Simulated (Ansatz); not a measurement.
A run on CH$_{3}$F$_{3}$Ti (`[CH3][Ti]([F])([F])[F]`) with other settings.

```yaml
crystal:
  periodic: [false, false, false]
  atoms:
    - {symbol: C, position_ang: [-0.914706, -0.057978, 0.511517]}
    - {symbol: Ti, position_ang: [0.859808, 0.039435, -0.481815]}
    - {symbol: F, position_ang: [1.875645, -1.192013, 0.234394]}
    - {symbol: F, position_ang: [0.484821, -0.280446, -2.160629]}
    - {symbol: F, position_ang: [1.466132, 1.659253, -0.217395]}
    - {symbol: H, position_ang: [-1.344718, -1.054778, 0.378819]}
    - {symbol: H, position_ang: [-0.740740, 0.132912, 1.574261]}
    - {symbol: H, position_ang: [-1.594044, 0.696616, 0.105047]}
basis:
  gaussian: {orbitals: cc-pVTZ-DK}
total_charge: 1
magnetization: {spin_polarized: true, initial_magnetization: 1}
hamiltonian: {xc: {name: PBE-QIDH}}
accuracy: high
output: {forces: true}
```

```sh
$ ansatz run in.yaml --threads 4 --pin off --events-out ev --progress --plain --max-ram 10444MiB
```

Output, abridged:

```
Functional definition: PBE-QIDH
4128 factors; integrals over basis functions are off by at most 9.3e-9 eV
mean field evaluation 1: about -32429.8362 eV, gradient 6.7e1 eV
mean field evaluation 2: about -32429.8943 eV, gradient 6.7e1 eV
mean field evaluation 4: about -32443.2770 eV, gradient 1.6e1 eV
mean field evaluation 8: about -32443.9453 eV, gradient 5.9e-1 eV
mean field evaluation 16: about -32443.9506 eV, gradient 6.0e-3 eV
mean field evaluation 32: about -32443.9506 eV, gradient 1.3e-7 eV
mean field -32443.95056886 eV, -1192.2931921062 hartree, gradient 1.2e-8 eV, S^2 0.754865; 0 other end points of the search recorded, 0 dependent functions left out
9 core orbitals not correlated: weight in the atoms' cores, before any rotation towards them, 1.000 or more for the frozen orbitals, at most 0.000 for the correlated occupied ones
reference -32443.95057130 eV, -1192.2931921958 hartree; 20, 19 occupied and 201, 202 virtual orbitals, 4128 factors
second order -41.74811385 eV of doubles, -0.00000000 eV of singles
Total energy: -32457.86660925 eV, -1192.8045971578 hartree
Relativity: scalar
Atom 0 at    -0.914706    -0.057978     0.511517 Å, force    -4.977905    -0.273239     2.786493 eV/Å
Atom 1 at     0.859808     0.039435    -0.481815 Å, force     3.820015     0.209811    -2.138515 eV/Å
Atom 2 at     1.875645    -1.192013     0.234394 Å, force    -1.147843     1.292261    -0.710331 eV/Å
Atom 3 at     0.484821    -0.280446    -2.160629 Å, force     0.316619     0.332601     1.811485 eV/Å
Atom 4 at     1.466132     1.659253    -0.217395 Å, force    -0.716617    -1.709911    -0.234587 eV/Å
Atom 5 at    -1.344718    -1.054778     0.378819 Å, force     0.854840    -0.341025    -0.627213 eV/Å
Atom 6 at    -0.740740     0.132912     1.574261 Å, force     1.095516     0.132488    -0.150813 eV/Å
Atom 7 at    -1.594044     0.696616     0.105047 Å, force     0.755375     0.357013    -0.736520 eV/Å
Dipole moment:    -1.125685    -0.061804     0.630150 e Å
```

Hardware: 4 threads of an Intel Xeon Platinum 8488C on a shared host. Wall time 66 s, peak host memory 2.1 GiB.
